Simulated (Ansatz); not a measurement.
One change: `O[SiH]([SiH3])[AlH][Cl]` becomes `CO[SiH](O)[SiH3]`.

Ansatz, PBE0-D4/def2-TZVP geometries, multiplicity 1. Each molecule was computed in one conformer, which needn't be the lowest.

```
                                        property  `O[SiH]([SiH3])[AlH][Cl]`
size of the dipole moment (B3LYP/def2-TZVPP) / D                       0.98
               LUMO energy (PBE/def2-TZVPP) / eV                      -2.81
  size of the dipole moment (PBE/def2-TZVPP) / D                       0.80
  zero-point energy (PBE0-D4/def2-TZVP) / kJ/mol                      148.2
           LUMO energy (ωB97M-V/def2-TZVPP) / eV                      -0.45
             HOMO–LUMO gap (PBE/def2-TZVPP) / eV                       3.52
```

Task: Give the same properties after the change, and the shifts. (Estimate.)

Result: Ansatz gave: 
| property | `CO[SiH](O)[SiH3]` | shift |
| --- | --- | --- |
| size of the dipole moment (B3LYP/def2-TZVPP) / D | 1.16 | 0.18 |
| LUMO energy (PBE/def2-TZVPP) / eV | -0.93 | 1.88 |
| size of the dipole moment (PBE/def2-TZVPP) / D | 1.19 | 0.39 |
| zero-point energy (PBE0-D4/def2-TZVP) / kJ/mol | 237.9 | 89.7 |
| LUMO energy (ωB97M-V/def2-TZVPP) / eV | 1.58 | 2.03 |
| HOMO–LUMO gap (PBE/def2-TZVPP) / eV | 5.73 | 2.21 |

With PBE0 the HOMO falls by 0.48 eV and the LUMO rises by 2.01 eV, so the gap widens by about 2.49 eV. PBE moves the HOMO by -0.33 eV and ωB97M-V by -0.62 eV. The zero-point energy changes by 89.7 kJ/mol with +6 modes. Dipoles are sizes alone; their direction can turn.

B3LYP here is the variant with VWN-RPA as its local correlation; programs differ in this.
